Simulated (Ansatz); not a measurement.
C2H3BF2O, SMILES `O=CC(F)BF`, relaxed with RKS PBE-D4/def2-SVP in Ansatz from a rough embedded geometry. The force threshold is 0.03 eV/Å; the program also tests the step.

Charge 0, multiplicity 1.

Start:

```xyz
9

O     1.388    0.201    1.566
C     0.786   -0.578    0.847
C     0.199   -0.192   -0.509
F    -0.087   -1.358   -1.154
B    -1.039    0.733   -0.324
F    -1.034    2.089   -0.876
H     0.728   -1.603    1.217
H     1.045    0.325   -1.085
H    -1.986    0.382    0.319
```

(1) By how much does the energy fall, and how many steps does the optimiser take? (An estimate is asked.)

(2) Which bonds change most? (Estimate.)

(3) Give the relaxed structure. (Best estimate.)

## Answers

(1) The calculation gave: 0.64 eV, in 15 steps, 2 of them rejected.

(2) Ansatz gave: B5–F6 from 1.464 to 1.325 Å; C2–H7 from 1.091 to 1.134 Å; C3–B5 from 1.557 to 1.589 Å; C3–H8 from 1.147 to 1.119 Å.

(3) Computed: 
```xyz
9

O     1.465    0.455    1.432
C     0.913   -0.442    0.837
C     0.157   -0.280   -0.484
F    -0.267   -1.525   -0.928
B    -1.051    0.742   -0.335
F    -0.774    2.001   -0.030
H     0.881   -1.514    1.206
H     0.887    0.154   -1.213
H    -2.212    0.409   -0.485
```
